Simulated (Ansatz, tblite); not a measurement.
Removing an electron: Ga(NH3)H3 (GaNH₆). The state is a singlet with charge 0. Geometry: PBE0-D4/def2-TZVP. Ansatz, gas phase; energy differences of separate SCF runs; the oxidised species was run as a doublet alone.

```xyz
8

Ga    0.353   -1.067    0.047
N    -0.322    0.974   -0.043
H    -0.687    1.270    0.855
H    -1.057    1.078   -0.734
H     0.440    1.593   -0.295
H     0.830   -1.215   -1.454
H    -1.017   -1.742    0.459
H     1.459   -0.892    1.163
```

The xTB rows come from tblite. Correlated methods freeze 10 core orbitals; core or outer-core shells of Ga are correlated, in sets that lack core-valence functions. HOMO above LUMO, or a gap near zero within one spin, warns that the state may not be the lowest or that an electron is smeared out.

Task: Estimate orbital energies and vertical ionisation energies at: GFN1-xTB; GFN2-xTB; HF/def2-TZVPP; r2SCAN-D4/def2-TZVP; PBE0-D4/def2-TZVP; MP2/def2-TZVPP; CCSD/def2-TZVPP; CCSD(T)/def2-TZVPP.

Result: 
| level | −HOMO (eV) | vertical IE (eV) | −LUMO (eV) | HOMO–LUMO gap (eV) | remarks |
| --- | --- | --- | --- | --- | --- |
| GFN1-xTB | 11.63 | 14.67 | 4.83 | 6.80 | – |
| GFN2-xTB | 10.88 | 13.87 | 4.07 | 6.81 | – |
| HF/def2-TZVPP | – | 9.37 | – | – | – |
| r2SCAN-D4/def2-TZVP | 6.55 | 9.75 | 0.38 | 6.17 | gap within one spin near zero (+1 doublet) |
| PBE0-D4/def2-TZVP | 7.48 | 9.86 | 0.24 | 7.23 | – |
| MP2/def2-TZVPP | – | 10.12 | – | – | – |
| CCSD/def2-TZVPP | – | 10.13 | – | – | – |
| CCSD(T)/def2-TZVPP | – | 10.12 | – | – | – |

Relaxing the oxidised species (PBE0-D4/def2-TZVP) changes its energy by -0.85 eV at PBE0-D4/def2-TZVP, so the adiabatic ionisation energy to this nearest minimum is 9.01 eV. On the way the bond Ga1–H6 breaks.  Run but left out: PBE-D4/def2-TZVP (charge +1 doublet: an occupied level 0.21 eV above an empty one).  Raw xTB energy differences between charge states are shifted by several eV; the methods need an empirical correction for them.
